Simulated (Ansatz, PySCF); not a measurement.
C₅H₁₂S₂, SMILES CSCCCSC.

Geometry optimised at PBE0-D3(BJ)/def2-SVP. The values are those of a single conformer.

Vertical ionisation energy (IE) and electron affinity (EA) in eV. Rows of orbital energies are one-electron estimates. Where ΔSCF, EOM or ADC give a negative EA the extra electron is unbound and the value depends on the basis.

```tsv
level	IE	EA
−ε(HOMO), −ε(LUMO), r2SCAN/def2-SVP (PySCF)	(withheld)	(withheld)
−ε(HOMO), −ε(LUMO), PBE/def2-SVP (PySCF)	4.83	-0.08
ΔSCF, CAM-B3LYP/def2-SVPD (Ansatz), final states of multiplicity 2 and 2	8.37	-1.59
ΔSCF, PBE/def2-SVPD (Ansatz), final states of multiplicity 2 and 2	7.47	-1.11
```

### Question
Some entries are withheld; supply them. (Estimate from the structure and the level; the computed values follow.)

### Answer

- −ε(HOMO), −ε(LUMO), r2SCAN/def2-SVP (PySCF), IE: 5.13
- −ε(HOMO), −ε(LUMO), r2SCAN/def2-SVP (PySCF), EA: -0.34

### Question
What vertical singlet–triplet gap does ΔSCF give with CAM-B3LYP/def2-SVPD (Ansatz, a quantum-chemistry and plane-wave program) and with PBE/def2-SVPD (Ansatz)? (The exact figures need the calculation; the answer reports its results.)

### Answer
5.14 and 4.58 eV (triplet above singlet where positive).
